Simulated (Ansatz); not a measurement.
[Ni(H2O)4]2+ (NiO4H8²⁺). Total charge 2; singlet. Geometry PBE-D4/def2-SVP.

| atom | x (Å) | y (Å) | z (Å) |
| --- | --- | --- | --- |
| Ni1 | 0.0187 | 0.0394 | 0.0160 |
| O2 | 1.4218 | 0.5564 | 1.1725 |
| H3 | 1.2175 | 1.1490 | 1.9343 |
| H4 | 2.0367 | -0.1434 | 1.4951 |
| O5 | -0.2993 | 1.8912 | -0.1995 |
| H6 | -1.1179 | 2.1684 | -0.6733 |
| H7 | 0.4364 | 2.4689 | -0.5127 |
| O8 | -1.3816 | -0.3092 | -1.2288 |
| H9 | -2.1598 | -0.8638 | -0.9913 |
| H10 | -1.1927 | -0.4675 | -2.1827 |
| O11 | 0.4257 | -1.7827 | 0.3999 |
| H12 | -0.0740 | -2.2882 | 1.0828 |
| H13 | 0.6683 | -2.4185 | -0.3125 |

B3LYP takes the VWN-RPA correlation. HSE06 is defined as in plane-wave codes, on full-range PBE exchange. The restricted singlet is unstable towards broken spin symmetry in Hartree–Fock (as tested in another run); at HF/STO-3G this wasn't settled. At PBE-D4/def2-TZVP, PBE0-D4/def2-TZVP the restricted singlet is unstable: a solution with broken spin symmetry lies lower. The restricted singlet is unstable towards broken spin symmetry at other levels; at B3LYP-D4/def2-TZVP, HSE06-D4/def2-TZVP this wasn't settled. At PBE0-D4/def2-TZVP a triplet of charge 2 lies 0.89 eV below the restricted singlet, each at its own geometry.

Q: Estimate the orbital energies around the gap (eV) in Ansatz with HF/STO-3G, PBE-D4/def2-TZVP, B3LYP-D4/def2-TZVP, PBE0-D4/def2-TZVP, HSE06-D4/def2-TZVP.

A: 
```
orbital  HF/STO-3G  PBE-D4/def2-TZVP  B3LYP-D4/def2-TZVP  PBE0-D4/def2-TZVP  HSE06-D4/def2-TZVP
 HOMO−9     -26.87            -21.52              -22.99             -23.31              -22.89
 HOMO−8     -25.73            -21.40              -22.79             -23.09              -22.68
 HOMO−7     -24.42            -19.54              -21.42             -21.79              -21.36
 HOMO−6     -23.87            -19.07              -20.68             -21.00              -20.58
 HOMO−5     -23.45            -18.60              -20.23             -20.55              -20.13
 HOMO−4     -23.30            -18.26              -19.79             -20.09              -19.67
 HOMO−3     -22.56            -16.73              -19.27             -19.66              -19.23
 HOMO−2     -21.66            -16.07              -18.53             -18.96              -18.53
 HOMO−1     -21.63            -16.04              -18.52             -18.95              -18.53
   HOMO     -13.85            -15.70              -18.00             -18.42              -18.00
   LUMO      -4.91            -14.95              -13.60             -13.15              -13.54
 LUMO+1      -0.94            -10.38               -9.86              -9.45               -9.82
 LUMO+2       1.19             -8.92               -8.34              -7.88               -8.25
 LUMO+3       1.21             -8.91               -8.33              -7.87               -8.24
 LUMO+4       4.46             -7.93               -7.34              -6.96               -7.33
 LUMO+5       6.46             -7.84               -7.25              -6.77               -7.14
```
